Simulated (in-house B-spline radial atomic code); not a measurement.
Radial electron density of the rubidium ion Rb⁺, [Ar] 3d10 4s2 4p5 4d1. All numbers are computed (scalar-relativistic (X2C) Hartree-Fock, spin-polarised, averaged over the determinants with the given up and down occupations; Fermi nucleus of rms radius 4.2036 fm, inside a hard spherical wall at 2.48 bohr) with a radial B-spline atomic code at the basis-set limit, not measured.

One-electron X2C: radii and densities carry no picture-change correction, so inner-shell <1/r> comes out high (for 1s by about 2 % at Z = 33, 5 % at 54, 10 % at 75, 30 % at 118) and <r> low.

Columns: r (bohr), 4πr²n(r) (electrons per bohr), bar.

```
 0.00133    1.164 #
 0.00159    1.577 #
  0.0019    2.127 ##
 0.00227    2.857 ##
 0.00272    3.838 ###
 0.00325    5.103 ####
 0.00389    6.755 #####
 0.00465     8.85 #######
 0.00557    11.51 #########
 0.00666    14.75 ############
 0.00797    18.65 ###############
 0.00954    23.17 ##################
  0.0114    28.13 ######################
  0.0137    33.46 ###########################
  0.0163    38.32 ###############################
  0.0195    42.56 ##################################
  0.0234    45.44 ####################################
   0.028    46.35 #####################################
  0.0335    45.19 ####################################
    0.04    42.54 ##################################
  0.0479    39.55 ################################
  0.0573    38.07 ##############################
  0.0686    39.63 ################################
  0.0821    44.49 ###################################
  0.0982    50.85 #########################################
   0.117    55.22 ############################################
   0.141    54.39 ###########################################
   0.168    47.81 ######################################
   0.201    38.55 ###############################
   0.241    32.21 ##########################
   0.288    32.37 ##########################
   0.345    36.93 #############################
   0.412     39.8 ################################
   0.493    36.41 #############################
    0.59    27.32 ######################
   0.706     17.3 ##############
   0.845    10.79 #########
    1.01     8.72 #######
    1.21    8.804 #######
    1.45    8.194 #######
    1.73    5.664 #####
    2.07    2.012 ##
    2.46 0.005099
```

On this grid the curve has 4 maxima, near 0.028, 0.117, 0.412, 1.21 bohr.

The 4p up radial function P(r) = rR(r), positive near the nucleus:

| r (bohr) | P |
| --- | --- |
| 0.0019 | 0.001061 |
| 0.00272 | 0.002005 |
| 0.00389 | 0.0038 |
| 0.00557 | 0.007211 |
| 0.00797 | 0.01358 |
| 0.0114 | 0.02521 |
| 0.0163 | 0.04575 |
| 0.0234 | 0.08065 |
| 0.0335 | 0.1341 |
| 0.0479 | 0.2049 |
| 0.0686 | 0.2759 |
| 0.0982 | 0.2984 |
| 0.141 | 0.1976 |
| 0.201 | -0.06027 |
| 0.288 | -0.3776 |
| 0.412 | -0.4745 |
| 0.59 | -0.1341 |
| 0.845 | 0.5074 |
| 1.21 | 0.979 |
| 1.73 | 0.8419 |
| 2.46 | 0.02508 |
